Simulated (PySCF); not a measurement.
Ionisation energy of Tc by level of theory

Tc [Kr] 4d5 5s2 (6S) → Tc⁺ [Kr] 4d5 5s1 (7S), as a difference of total energies. Computed with PySCF 2.14 in x2c-TZVPPall (8s6p6d2f1g, 79 functions), with the spin-free X2C one-electron Hamiltonian (Gaussian nucleus). Correlated levels: valence and next inner shell: [Ar] 3d10 frozen. The calculations carry no spin-orbit coupling.

```tsv
method	ionisation energy (eV)
UHF	5.539
MP2 (valence and next inner shell)	6.820
SCS-MP2 (valence and next inner shell)	6.947
CCSD (valence and next inner shell)	6.819
CCSD(T) (valence and next inner shell)	6.958
```

Task: How much does correlation contribute at CCSD(T) (valence and next inner shell)?

Result: 6.958 − (5.539) = 1.419 eV, measured against UHF.

Errors of the correlated levels include the incompleteness of this basis and the frozen core.

For comparison: 7.119 eV (measured; NIST Atomic Spectra Database, ionization energies).
